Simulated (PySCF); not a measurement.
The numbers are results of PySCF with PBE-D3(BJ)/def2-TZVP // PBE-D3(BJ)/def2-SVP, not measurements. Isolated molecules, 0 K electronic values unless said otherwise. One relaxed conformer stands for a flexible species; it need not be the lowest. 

Reference species: [Zr(Cl)4] (neutral, multiplicity 1).

- LUMO = -3.55 eV
- mean distance from the central atom to its bonded neighbours = 2.334 Å
- HOMO = -8.34 eV
- coordination number = 4

After one change: the LUMO rises by 1.38 eV; the mean distance from the central atom to its bonded neighbours falls by 0.193 Å; the HOMO goes up by 0.82 eV; the coordination number stays essentially unchanged.

**Question.** Name the change that produced these shifts. The new species is one of these.
A) [Zr(OH)4]
B) [Zr(Cl)3(OH)]
C) [Zr(Cl)(OH)3]
D) [Zr(Cl)2(OH)2]

**Answer.** D, [Zr(Cl)2(OH)2]
